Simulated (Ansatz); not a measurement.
`[SiH3][SiH2]B1C[SiH2]1` + CH₃NH₂ → `CN[SiH2][SiH3]` + `B1C[SiH2]1`  (cleavage of the Si–B bond)

Computed with Ansatz on PBE0-D4/def2-TZVP structures; ΔE is electronic, products minus reactants. CBS: MP2 limit from def2 TZ/QZ plus the TZ coupled-cluster correction, frozen cores. DFT in def2-TZVPP. One conformer a species, not always the lowest.

```json
{"level": "r2SCANh-D4", "ΔE (kJ/mol)": "-25.7"}
{"level": "ωB97X-V", "ΔE (kJ/mol)": "-31.1"}
{"level": "ωB97M-V", "ΔE (kJ/mol)": "-33.5"}
{"level": "HF/def2-SVP", "ΔE (kJ/mol)": "-37.5"}
```

**Question.** What does CCSD(T)/CBS give? (Best estimate.)

**Answer.** Computed: -28.1 kJ/mol. The listed levels differ from it by 2.4, -3.0, -5.4, -9.4 kJ/mol.

Largest T1 diagnostic among the species: 0.015.

In def2-TZVPP, CCSD(T) changes the Hartree–Fock value by +18.9 kJ/mol (the triples alone add +3.2 kJ/mol) and MP2 by +15.9 kJ/mol. From BLYP to BHLYP (50 % exact exchange), in def2-TZVPP and without D4, ΔE moves by −9.4 kJ/mol. At CCSD(T), def2-SVP lies +9.8 kJ/mol from the extrapolated value and def2-TZVPP +1.6 kJ/mol.

CCSD(T)/CBS has its own doubt, a few kJ/mol and more with outer-core shells, so smaller differences from it don't rank the levels.
